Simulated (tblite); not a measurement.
Run record: tight-binding relaxation, `C[C@](O)([CH2][GeH3])C(F)(F)F`.

Computed with GFN2-xTB geometry optimisation, gas phase (tblite 0.8.0). Start geometry: from a force field or distance geometry. The command runs a driver script over a list of jobs; the input below is this job's line of settings and its coordinates in Å.

Command:
```bash
OMP_NUM_THREADS=1 python probes_run.py task.json out
```

Input:
```
{"job": {"kind": "relax", "xc": "GFN2-xTB", "basis": "xTB"}, "charge": 0, "multiplicity": 1}
C     -1.163000    -0.998200    -0.148700
C     -0.457100     0.338200     0.171300
O     -0.484100     1.187200    -0.933300
C      1.030800     0.070400     0.525800
Ge     2.081100    -0.619400    -0.965900
C     -1.151000     1.024500     1.381500
F     -1.060200     0.235600     2.512800
F     -2.477100     1.260600     1.113200
F     -0.537500     2.239700     1.649200
H     -0.765600    -1.448200    -1.070000
H     -2.259100    -0.827700    -0.319000
H     -1.061300    -1.726100     0.685800
H     -1.449000     1.321900    -1.182900
H      1.112000    -0.668600     1.365300
H      1.516300     1.013500     0.865600
H      1.621700    -2.050300    -1.330400
H      1.919000     0.323900    -2.192700
H      3.575400    -0.670900    -0.565700
```

Output:
```
step      E/eV     max force
  0    -907.22762    1.852
  1    -907.44205    0.928
  2    -907.52078    0.748
  3    -907.54652    0.369
  4    -907.56012    0.197
  5    -907.56719    0.260
  6    -907.57373    0.252
  7    -907.57737    0.213
  8    -907.58074    0.125
  9    -907.58339    0.156
... (77 lines left out)
 87    -907.66952    0.021
 88    -907.66959    0.018
 89    -907.66965    0.019
 90    -907.66970    0.018
 91    -907.66976    0.015
 92    -907.66980    0.012
 93    -907.66983    0.012
 94    -907.66986    0.012
 95    -907.66989    0.011
 96    -907.66991    0.009
```

«max force» is the largest atomic force in eV/Å.

Problem. From which step on does the largest force stay under 0.1 eV/Å, and how much energy is left to gain from there?

Solution. From step 63 (0.092 eV/Å), 28.6 meV above the end.

In short: energy lowered by 10.2 kcal/mol over 96 steps; largest atomic force 0.009 eV/Å at the end.

Problem. Give the final coordinates.

Solution. 0.472 Å rms from the input after alignment:
```
atom  x, y, z in Å
C1    -1.2600   -1.1315    0.1312
C2    -0.4254    0.1450    0.2051
O3    -0.3737    0.7988   -1.0425
C4     1.0184   -0.1279    0.5988
Ge5    2.0654   -0.2943   -1.0706
C6    -1.0802    1.1024    1.2161
F7    -1.1510    0.5776    2.4469
F8    -2.3422    1.4121    0.8548
F9    -0.4279    2.2642    1.3244
H10   -0.7848   -1.8155   -0.5681
H11   -2.2687   -0.9121   -0.2170
H12   -1.3219   -1.6018    1.1093
H13   -1.2616    0.9988   -1.3648
H14    1.0829   -1.0166    1.2234
H15    1.4167    0.7063    1.1756
H16    1.4296   -1.2705   -2.0036
H17    2.2602    1.0085   -1.7522
H18    3.4154   -0.8372   -0.7052
```

Problem. Estimate the wall time. Hardware: one thread of an Arm Neoverse N1, no GPU, shared host with 64 logical CPUs at a one-minute load of 61.

Solution. About 1.2 s.
Labels such as C1 count atoms from 1, the log's own numbers from 0.
